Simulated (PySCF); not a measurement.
Basis-set dependence of excited states

Species: AsBH₆OSi.
SMILES: `[SiH3]OB[AsH2]`

TDDFT with PBE0 (PySCF), vertical singlets, core orbitals frozen in the response, spherical d and f functions. Geometry: PBE0-D3(BJ)/def2-SVP, one conformer, isolated molecule. The PBE0/6-31G* calculation is non-relativistic and has no spin–orbit coupling, an omission that weighs most on arsenic.

```json
{"basis": "6-31G*", "functions": "90", "diffuse": "no", "S1 (eV)": "5.04", "S2 (eV)": "5.94", "S3 (eV)": "6.51", "S4 (eV)": "6.73", "S5 (eV)": "7.27", "LUMO (eV)": "-0.50", "α (au)": "62.7"}
{"basis": "def2-SVP", "functions": "108", "diffuse": "no", "S1 (eV)": "4.91", "S2 (eV)": "6.02", "S3 (eV)": "6.35", "S4 (eV)": "6.64", "S5 (eV)": "7.18", "LUMO (eV)": "-0.74", "α (au)": "66.6"}
{"basis": "def2-SVPD", "functions": "153", "diffuse": "yes", "S1 (eV)": "4.85", "S2 (eV)": "5.69", "S3 (eV)": "6.23", "S4 (eV)": "6.31", "S5 (eV)": "6.57", "LUMO (eV)": "-0.87", "α (au)": "77.8"}
{"basis": "aug-cc-pVDZ", "functions": "163", "diffuse": "yes", "S1 (eV)": "4.83", "S2 (eV)": "5.58", "S3 (eV)": "5.96", "S4 (eV)": "6.25", "S5 (eV)": "6.29", "LUMO (eV)": "-0.88", "α (au)": "79.2"}
{"basis": "def2-TZVP", "functions": "183", "diffuse": "no", "S1 (eV)": "4.85", "S2 (eV)": "5.74", "S3 (eV)": "6.28", "S4 (eV)": "6.41", "S5 (eV)": "6.75", "LUMO (eV)": "-0.85", "α (au)": "73.9"}
{"basis": "def2-TZVPD", "functions": "228", "diffuse": "yes", "S1 (eV)": "4.82", "S2 (eV)": "5.59", "S3 (eV)": "6.12", "S4 (eV)": "6.26", "S5 (eV)": "6.38", "LUMO (eV)": "-0.90", "α (au)": "78.6"}
```

Problem. Compare the sets with the largest diffuse one.

Solution. States are compared by their number. Against the largest diffuse basis here (def2-TZVPD, itself not a converged limit), sets without diffuse functions differ by up to 0.22 eV in S1 and 0.89 eV in S5; the smaller diffuse sets differ by up to 0.03 and 0.18 eV. State by state, the largest deviation of a set without diffuse functions is S1 0.22, S2 0.43, S3 0.39, S4 0.47, S5 0.89 eV. The same number needn't mean the same state in each row. Against def2-TZVPD the polarisability deviates by -20% in 6-31G*, -15% in def2-SVP, -1% in def2-SVPD, +1% in aug-cc-pVDZ, -6% in def2-TZVP.
